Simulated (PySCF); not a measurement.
N²⁺ (nitrogen, charge +2) across methods

[He] 2s2 2p1, 2P determinant. Computed with PySCF 2.14 in aug-cc-pVQZ-DK, with scalar relativity by spin-free X2C-1e.

```tsv
method	E (hartree)	mean ε 2s α (eV)	mean ε 2s β (eV)	mean ε 2p α (eV)	Σ⟨r²⟩ (bohr²)	⟨S²⟩
B3LYP	-52.9949	-51.750	-49.415	-40.996	4.961	0.752
PW91	-52.9610	-49.828	-47.871	-38.957	4.962	0.751
r2SCANh	-52.9628	-51.297	-48.824	-40.656	4.951	0.753
PBE	-52.9246	-49.745	-47.813	-38.825	4.965	0.751
r2SCAN	-52.9613	-50.400	-48.114	-39.777	4.953	0.753
TPSS	-53.0093	-50.274	-48.064	-39.448	4.941	0.752
LDA	-52.5085	-49.604	-47.620	-38.574	4.998	0.751
UHF	-52.84969	-58.792	-54.174	-48.029	4.965	0.754
```

Estimate the same row for PBE0.

E (hartree) = -52.9363; mean ε 2s α (eV) = -52.220; mean ε 2s β (eV) = -49.738; mean ε 2p α (eV) = -41.253; Σ⟨r²⟩ (bohr²) = 4.955; ⟨S²⟩ = 0.752.
